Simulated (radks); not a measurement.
Problem. All-electron atom: W LXVI in [He] 2s2 2p5. Calculated with a radial shooting solver on a logarithmic mesh with Libxc functionals: non-relativistic Kohn-Sham, TPSS, spin-polarised, spherical densities, point nucleus; open shells are filled with parallel spins first (spin-orbit coupling, left out, can overturn this in heavy ions); meta-GGA in the generalised Kohn-Sham scheme; relativity is left out, which matters for an element this heavy. Some entries of the table are withheld. Estimate them.

orbital,occ.,eigenvalue (hartree),<1/r> (bohr^-1)
1s up,1,(1),(2)
1s down,1,(3),(4)
2s up,1,-586.5059,(5)
2s down,1,-585.6661,(6)
2p up,3,-574.5039,17.61
2p down,2,-573.4827,17.60

Solution. 
(1) 1s up eigenvalue (hartree): -2563.375
(2) 1s up <1/r> (bohr^-1): 73.52
(3) 1s down eigenvalue (hartree): -2562.833
(4) 1s down <1/r> (bohr^-1): 73.53
(5) 2s up <1/r> (bohr^-1): 17.65
(6) 2s down <1/r> (bohr^-1): 17.63
